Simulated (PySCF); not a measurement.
An unknown shows these calculated signals:

$^{1}$H NMR (300 MHz, computed): δ 7.94 (d, 1H), 7.08 (d, 1H), 7.01 (m, 1H), 6.87 (m, 1H), 4.74 (q, 2H), 0.42 (t, 3H).

$^{13}$C{$^{1}$H} NMR (computed): δ 168.2 (C), 155.0 (C), 148.1 (CH2), 130.3 (CH), 120.4 (CH), -9.6 (CH3).

- σ from GIAO-PBE0/pcSseg-1
- geometry from GFN2-xTB
- program: PySCF 2.14.0 with density-fitted response routines
- a single conformation, relativity neglected, no solvent model, averaged over atoms made equivalent by symmetry, fast rotation or ring inversion

Scale: TMS for $^{1}$H (σ = 31.72 ppm) and $^{13}$C (σ = 186.93 ppm) (reference shieldings calculated alike).

**Question.** Which of these does the molecule contain: a (CH3)2CH unit, a Si–H bond, a heteroaromatic ring, an amide, a Si–CH3 group, an aldehyde?

**Answer.** 
- A (CH3)2CH unit: no.
- A Si–H bond: yes (δH 4.74 (q)).
- A heteroaromatic ring: yes.
- An amide: no.
- A Si–CH3 group: yes (δC -9.6; δH 0.42 (t)).
- An aldehyde: no.

The data belong to SMILES C=Nc1ccc([SiH2]C)o1, C₆H₉NOSi; they needn't prove each group on their own.

Carbon signals by region: 1 in the far downfield region (above 160 ppm), 4 in the sp2 and nitrile region (100–160 ppm), 1 below 50 ppm. Above 160 ppm: 168.2, aromatic carbon bearing nitrogen.

Shifts are as computed. Against solution values, carbons near 30 ppm lie about +3 ppm off and those near 130 ppm about +5 ppm. Of 1211 compounds with measured shifts, 218 miss one by over three times the rms of a fit or turn the order of signals round; such compounds aren't used in these exercises. Multiplicities follow the n + 1 count of equivalent neighbours, as no J values were calculated; m marks all less simple cases, F and P coupling included.
